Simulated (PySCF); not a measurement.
**Radial density of Li (lithium, neutral)**

UHF, [He] 2s1, 2S determinant. All numbers are calculated (PySCF 2.14, scalar relativity by spin-free X2C-1e, in dyall-acv3z).

```json
{"r (bohr)": "0.00731", "4πr²ρ (e/bohr)": "0.008984", "4πr²(ρα − ρβ)": "0.0001"}
{"r (bohr)": "0.0123", "4πr²ρ (e/bohr)": "0.02459", "4πr²(ρα − ρβ)": "0.0004"}
{"r (bohr)": "0.0207", "4πr²ρ (e/bohr)": "0.06598", "4πr²(ρα − ρβ)": "0.0011"}
{"r (bohr)": "0.0348", "4πr²ρ (e/bohr)": "0.1714", "4πr²(ρα − ρβ)": "0.0028"}
{"r (bohr)": "0.0585", "4πr²ρ (e/bohr)": "0.4205", "4πr²(ρα − ρβ)": "0.0068"}
{"r (bohr)": "0.0985", "4πr²ρ (e/bohr)": "0.9396", "4πr²(ρα − ρβ)": "0.0150"}
{"r (bohr)": "0.166", "4πr²ρ (e/bohr)": "1.798", "4πr²(ρα − ρβ)": "0.0279"}
{"r (bohr)": "0.279", "4πr²ρ (e/bohr)": "2.675", "4πr²(ρα − ρβ)": "0.0373"}
{"r (bohr)": "0.469", "4πr²ρ (e/bohr)": "2.657", "4πr²(ρα − ρβ)": "0.0245"}
{"r (bohr)": "0.788", "4πr²ρ (e/bohr)": "1.387", "4πr²(ρα − ρβ)": "-0.0029"}
{"r (bohr)": "1.33", "4πr²ρ (e/bohr)": "0.3044", "4πr²(ρα − ρβ)": "0.0432"}
{"r (bohr)": "2.23", "4πr²ρ (e/bohr)": "0.2209", "4πr²(ρα − ρβ)": "0.2121"}
{"r (bohr)": "3.75", "4πr²ρ (e/bohr)": "0.2498", "4πr²(ρα − ρβ)": "0.2497"}
{"r (bohr)": "6.31", "4πr²ρ (e/bohr)": "0.06521", "4πr²(ρα − ρβ)": "0.0652"}
{"r (bohr)": "10.6", "4πr²ρ (e/bohr)": "0.001749", "4πr²(ρα − ρβ)": "0.0017"}
```

Densities and radii are taken from the X2C orbitals without a picture-change correction, which distorts them close to the nucleus.

Task: Where is the radial spin density 4πr²(ρα − ρβ) most negative, and why is it negative at all?

Result: Around r = 0.788 bohr, down to -0.0029 e/bohr: exchange with the open shell polarises the paired shells in an unrestricted calculation.
